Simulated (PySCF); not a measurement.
CH₆N, SMILES C[NH3+], charge +1. Geometry: ωB97X-D3(BJ)/def2-TZVP.

Give the equilibrium geometry at ωB97X-D3(BJ)/def2-TZVP (PySCF confirms it by a frequency run) as bond lengths and angles, and its point group. (An estimate is asked for; the answer gives what the named calculation found.)

point group C3v.
Atoms: C1 N2 H3 H4 H5 H6 H7 H8. Bonded distances (Å): C1–N2 1.508, C1–H3 1.088, C1–H4 1.088, C1–H5 1.088, N2–H6 1.023, N2–H7 1.023, N2–H8 1.023. Bond angles (°): N2–C1–H3 108.3, N2–C1–H4 108.3, N2–C1–H5 108.3, H3–C1–H4 110.6, H3–C1–H5 110.6, H4–C1–H5 110.6, C1–N2–H6 111.3, C1–N2–H7 111.3, C1–N2–H8 111.3, H6–N2–H7 107.6, H6–N2–H8 107.6, H7–N2–H8 107.6.
Charge +1, spin multiplicity 1.
